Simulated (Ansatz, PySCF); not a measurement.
C4H7FSi. Atoms are numbered in the order given.

```xyz
13

C     -0.3817     3.2841     0.0000
C     -0.3437     1.9417     0.0000
C      0.8875     1.1619     0.0000
C      0.9542    -0.1872     0.0000
Si    -0.4910    -1.3638     0.0000
F      0.1302    -2.8732     0.0000
H      0.5391     3.8759     0.0000
H     -1.3269     3.8317     0.0000
H     -1.2913     1.3878     0.0000
H      1.8157     1.7484     0.0000
H      1.9499    -0.6484     0.0000
H     -1.3408    -1.2228     1.2150
H     -1.3408    -1.2228    -1.2150
```

The structure is a stationary point at B3LYP-D3(BJ)/def2-SVP. The structure was generated by enumeration; whether it is a known compound was not checked. The values are those of a single conformer.

Vertical ionisation energy (IE) and electron affinity (EA) in eV. Rows of orbital energies are one-electron estimates. Where ΔSCF, EOM or ADC give a negative EA the extra electron is unbound and the value depends on the basis.

| level | IE | EA |
|---|---|---|
| −ε(HOMO), −ε(LUMO), B3LYP/def2-TZVP (PySCF) | 6.94 | 1.78 |
| −ε(HOMO), −ε(LUMO), PBE/def2-TZVP (PySCF) | ___ | ___ |
| ΔSCF, CAM-B3LYP/def2-SVPD (Ansatz), final states of multiplicity 2 and 2 | 9.14 | -0.15 |
| ΔSCF, PBE/def2-SVPD (Ansatz), final states of multiplicity 2 and 2 | 9.00 | -0.09 |

Task: Complete the blanks. (The exact figures need the calculation; the answer reports its results.)

Result: 
- −ε(HOMO), −ε(LUMO), PBE/def2-TZVP (PySCF), IE: 6.19
- −ε(HOMO), −ε(LUMO), PBE/def2-TZVP (PySCF), EA: 2.49

Task: What vertical singlet–triplet gap does ΔSCF give with CAM-B3LYP/def2-SVPD (Ansatz, a program for electronic structure) and with PBE/def2-SVPD (Ansatz)? (An estimate is asked for; the answer gives what the named calculation found.)

Result: 3.09 and 3.01 eV (triplet above singlet where positive).
